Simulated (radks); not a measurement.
Results of a calculation; reference values are marked as such.
Ionisation of the iridium ion Ir2+, [Xe] 4f14 5d7, to Ir3+, [Xe] 4f14 5d6, under several functionals. Scalar-relativistic Kohn-Sham, spin-unpolarised, spherical densities, point nucleus; a radial shooting solver on a logarithmic mesh with Libxc functionals. Known Delta-SCF values: BP86 30.665 eV; BLYP 30.443 eV; AM05 30.565 eV. What does revPBE give, and what is its highest occupied eigenvalue?

Answer. 30.456 eV by Delta-SCF; the 5d eigenvalue is -24.323 eV. NIST: 28 eV (theoretical).

Beside tabulated values, note that spin-unpolarised runs miss the spin-polarisation part of the exchange energy of open shells.
